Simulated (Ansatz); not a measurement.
Total energies of `[NH2][GaH][CH2]Cl`.

Cartesian coordinates in Å:
```
N 0.849 0.398 1.558
Ga -0.450 0.566 0.306
C -0.186 -0.432 -1.383
Cl -1.301 -1.839 -1.251
H 0.782 0.778 2.487
H 1.665 -0.180 1.450
H -1.706 1.430 0.626
H 0.818 -0.833 -1.512
H -0.470 0.112 -2.282
```

Charge 0, multiplicity 1. Correlated methods include outer-core shells of Ga, which these sets cover unevenly. Scalar relativity is left out up to krypton. All single points use the PBE0-D4/def2-TZVP geometry. It is one conformer, not always the lowest. Basis def2-TZVPP, Ansatz 0.2.0.

RPA on PBE orbitals: Hartree–Fock energy of these orbitals -2477.97908 Eh, correlation -1.30906 Eh (frozen core).

```csv
functional,energy without D4 (Eh),D4 term (kJ/mol)
LDA (SPW92),-2475.63560,–
PBE,-2480.38396,-18.2
revPBE,-2480.73403,-51.1
BLYP,-2481.01157,-39.4
r2SCAN,-2480.89227,-4.3
B97M-V,-2480.49087,–
PBE0,-2480.47037,-15.4
B3LYP,-2481.05936,-29.6
r2SCANh,-2480.87523,-4.7
r2SCAN0,-2480.85118,-5.2
HSE06 (plane-wave form),-2480.45665,-14.5
BHLYP,-2480.90201,-24.4
CAM-B3LYP,-2481.07409,-15.9
LC-ωPBE,-2480.55900,–
ωB97X-V,-2480.71560,–
ωB97M-V,-2480.81447,–
B2PLYP,-2480.41266,–
PBE-QIDH,-2480.03893,–
```

B3LYP takes the VWN-RPA correlation (the form of Gaussian; ORCA's B3LYP/G). HSE06 is the plane-wave form, built on full-range PBE exchange. The double hybrids freeze the cores in their second-order part.

LC-ωPBE has ω = 0.4 bohr⁻¹.
